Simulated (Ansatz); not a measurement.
SiPt₃ (the lowest singlet isomer of a short search) was relaxed with PBE0-D4 (def2-SVP) in Ansatz in these states: neutral quintet, neutral triplet. The geometries follow in no particular order.

In the def2 sets Pt takes a core potential; there is no spin–orbit coupling.

A:

```xyz
4

Pt    0.6684    0.2766    1.4595
Pt   -1.6162   -0.2007    0.0335
Pt    0.7912   -1.1055   -0.8975
Si    0.1566    1.0295   -0.5955
```

B:

```
atom   x (Å)   y (Å)   z (Å)
 Pt1  -1.315  -0.476   0.678
 Pt2  -0.376   1.167  -0.955
 Pt3   0.860  -1.162  -0.676
 Si4   0.832   0.471   0.953
```

**Question.** Judge from the bond lengths which geometry belongs to which state (an estimate).

**Answer.** A is the neutral quintet (Pt1–Pt2 2.735 Å, Pt2–Si4 2.248 Å, Pt1–Si4 2.248 Å); B is the neutral triplet (Pt1–Pt2 2.500 Å, Pt2–Si4 2.364 Å, Pt1–Si4 2.363 Å).

At PBE0-D4/def2-TZVP a broken-symmetry singlet lies 0.79 eV below the neutral quintet. At PBE0-D4/def2-TZVP a broken-symmetry singlet lies 0.12 eV below the neutral triplet. These are the stationary points nearest to one start from a short search; other shapes may lie lower in each state.
